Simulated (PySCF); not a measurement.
MoOCl3, SMILES [Cl][Mo+]([Cl])([Cl])=[O], charge +1, multiplicity 1.

The structure is a stationary point at PBE0-D3(BJ)/def2-SVP. The multiplicity is an assumed one; no other spin state was optimised. The isomer is the one that the SMILES or the coordinates give; other isomers of the formula were not compared. The def2 effective core potentials stand for the cores of Mo; spin–orbit coupling is left out.

Two levels are set side by side: TDA-PBE/def2-SVPD (PySCF) and TDA-LC-ωPBE/def2-SVPD (PySCF). Vertical, same geometry. The lowest singlet is HOMO−1→LUMO 35 %, HOMO→LUMO+1 35 %, HOMO−2→LUMO 29 % with PBE and HOMO−1→LUMO+1 48 %, HOMO−2→LUMO 48 % with the other functional; states are paired by order. Differences are taken from unrounded values.

| quantity | TDA-PBE |
|---|---|
| lowest singlet excitation (eV) | 3.52 |
| lowest triplet excitation (TDA) (eV) | 3.21 |

### Question
These are the TDA-PBE values. What does TDA-LC-ωPBE give? (Estimate from the structure and the level; the computed values follow.)

### Answer

```
quantity                              TDA-LC-ωPBE  TDA-PBE minus TDA-LC-ωPBE
------------------------------------  -----------  -------------------------
lowest singlet excitation (eV)               4.02                      -0.50
lowest triplet excitation (TDA) (eV)         3.60                      -0.39
```

A lower first singlet is the usual sign of a functional without exact exchange. Differences between two approximate levels are no errors against the true value.

Rough cost on one machine, each run with all the roots and properties that it gave: TDA-LC-ωPBE against TDA-PBE about 3 times.
